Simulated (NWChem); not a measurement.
# CaF$_{2}$; SMILES [F][Ca][F]

```xyz
3

Ca     0.0000     0.0000     0.2911
F      1.8204     0.0000    -0.4656
F     -1.8204     0.0000    -0.4656
```
Atoms are numbered in this order, from 1.

Results from NWChem. Structure relaxed at the PBE-D3(BJ)/def2-SVP level. GIAO values for the isolated, static molecule; σ is the absolute isotropic shielding.

Q: Taking PBE0/pcSseg-2 as the yardstick, which of these has the fewest basis functions while keeping “σ F2 (ppm)” within 2 ppm of it: PBE0/cc-pVTZ; PBE0/cc-pVDZ; PBE0/pcSseg-1?

A: none of them.
```csv
level,basis functions,σ F2 (ppm),relative time (rough)
PBE0/cc-pVDZ,55,123.5,6
PBE0/pcSseg-1,72,110.6,1
PBE0/cc-pVTZ,103,134.5,20
PBE0/pcSseg-2,122,145.4,4
```

The yardstick is one finite set, not the basis-set limit.
